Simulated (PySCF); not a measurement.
Job for PySCF: R-HF/3-21G on C4H10O (SMILES CCC(C)O).

```python
from pyscf import gto, scf, dft, mp
from pyscf.data.elements import chemcore

mol = gto.M(
    atom='''
    C     2.01674663   -0.11698702   -0.13017299
    C     0.60206325   -0.67632237   -0.02018332
    C    -0.48015261    0.39011760   -0.10553373
    C    -1.88232999   -0.20182732   -0.08228087
    O    -0.28004119    1.27507581    1.00301303
    H     2.21006776    0.60289744    0.66450032
    H     2.75944537   -0.91352338   -0.05918423
    H     2.16356961    0.39126980   -1.08661601
    H     0.48017741   -1.20604342    0.92960480
    H     0.42439008   -1.40567875   -0.81558890
    H    -0.34304266    0.95082124   -1.04190063
    H    -2.03743876   -0.77135783    0.83612023
    H    -2.64048875    0.58431113   -0.12929143
    H    -2.03973693   -0.86542408   -0.93517195
    H    -0.95322921    1.96267115    0.97268568
    ''',
    basis='3-21g',
    charge=0, spin=0, verbose=3, max_memory=1800)
mf = scf.RHF(mol)
mf.conv_tol = 1e-8
mf.max_cycle = 100
mf.kernel()
if not mf.converged:
    mf = mf.newton().run(mf.mo_coeff, mf.mo_occ)
```

Problem. What total energy does the run end on?

Solution. -230.8675 hartree.
